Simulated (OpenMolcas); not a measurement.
**Ionisation energies of gallium**

| Quantity | Value |
| --- | --- |
| Program | OpenMolcas |
| Basis | ANO-RCC [10s9p7d5f2g] |
| Scalar Hamiltonian | DKH2, point nucleus |
| Spin-orbit coupling | state interaction with AMFI integrals over the reference wave functions, term energies averaged over their components |

Active shells in each charge state: the valence s, p shells, with orbitals averaged over the low states. Where CASPT2's correlated closed shells are named, they are those of the first ion.

A. CASSCF
B. SS-CASPT2, IPEA 0.25 Eh, imaginary shift 0.1 Eh (closed shells correlated: 3d)
C. SS-CASPT2, IPEA 0.25 Eh, imaginary shift 0.1 Eh (closed shells correlated: 3s 3p 3d)
D. SS-CASPT2, IPEA 0.25 Eh, imaginary shift 0.1 Eh (closed shells correlated: none)
E. SS-CASPT2, IPEA 0 Eh, imaginary shift 0.1 Eh (closed shells correlated: 3d)

Energies in eV between the lowest computed levels (charge -1 gives the electron affinity), named as in B; reference values from the NIST Atomic Spectra Database with their kind.

| From | To | A | B | C | D | E | Spin-orbit share in B | Reference |
| --- | --- | --- | --- | --- | --- | --- | --- | --- |
| Ga- 4s2 4p2 3P0 | Ga 4s2 4p 2P* 1/2 | -0.414 | 0.108 | 0.107 | 0.063 | 0.222 | -0.023 |  |
| Ga 4s2 4p 2P* 1/2 | Ga+ 4s2 1S0 | 4.984 | 5.892 | 5.890 | 5.671 | 6.016 | +0.066 | 5.999 (measured) |
| Ga+ 4s2 1S0 | Ga2+ 4s 2S 1/2 | 19.707 | 20.436 | 20.491 | 19.778 | 20.435 | +0.000 | 20.515 (measured) |
| Ga2+ 4s 2S 1/2 | Ga3+ 3d10 1S0 | 29.620 | 30.680 | 30.772 | 29.620 | 30.709 | +0.000 | 30.726 (measured) |

Error against the reference values, in %:

```json
{"From": "Ga", "Reference": "measured", "A": "-16.9", "B": "-1.8", "C": "-1.8", "D": "-5.5", "E": "+0.3"}
{"From": "Ga+", "Reference": "measured", "A": "-3.9", "B": "-0.4", "C": "-0.1", "D": "-3.6", "E": "-0.4"}
{"From": "Ga2+", "Reference": "measured", "A": "-3.6", "B": "-0.1", "C": "+0.1", "D": "-3.6", "E": "-0.1"}
```

Mean absolute error over the 3 measured values: A 0.98 eV, B 0.08 eV, C 0.06 eV, D 0.72 eV, E 0.04 eV. E lies closest.

No diffuse functions were added, so the electron affinity comes out too small, and without dynamic correlation a bound anion can come out unbound.

* marks odd parity.
